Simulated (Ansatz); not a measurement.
Reaction (redistribution): `B[SiH2][SiH2][SiH3]` + `NC[SiH2]F` → `BC[SiH2]F` + `N[SiH2][SiH2][SiH3]`

Computed with Ansatz on PBE0-D4/def2-TZVP structures; ΔE is electronic, products minus reactants. CCSD(T)/CBS is the MP2 limit (def2-TZVPP, def2-QZVPP) plus CCSD(T) − MP2 in def2-TZVPP, frozen cores. DFT in def2-TZVPP. B3LYP here is the variant with VWN-RPA as its local correlation; programs differ in this. One conformer a species, not always the lowest.

Task: Is it downhill or uphill in electronic energy at CCSD(T)/CBS, and by how much? (An estimate is asked.)

Result: The calculation gave: Downhill: ΔE = -165.7 kJ/mol.

Task: What do these levels give: PBE-D4, ωB97M-V, PBE, r2SCAN, B3LYP, HF/def2-TZVPP, SCS-MP2/def2-TZVPP, CCSD/def2-TZVPP, CCSD(T)/def2-TZVPP, HF/def2-QZVPP, HF/CBS(def2), MP2/CBS(def2)? (Best estimate.)

Result: Ansatz gave: PBE-D4 -150.0, ωB97M-V -168.6, PBE -150.9, r2SCAN -165.0, B3LYP -163.8, HF/def2-TZVPP -173.4, SCS-MP2/def2-TZVPP -171.1, CCSD/def2-TZVPP -164.4, CCSD(T)/def2-TZVPP -163.0, HF/def2-QZVPP -174.7, HF/CBS(def2) -174.9, MP2/CBS(def2) -177.6 kJ/mol.

Largest T1 diagnostic among the species: 0.014.

From PBE to PBE0 (25 % exact exchange), in def2-TZVPP and without D4, ΔE moves by −6.6 kJ/mol.
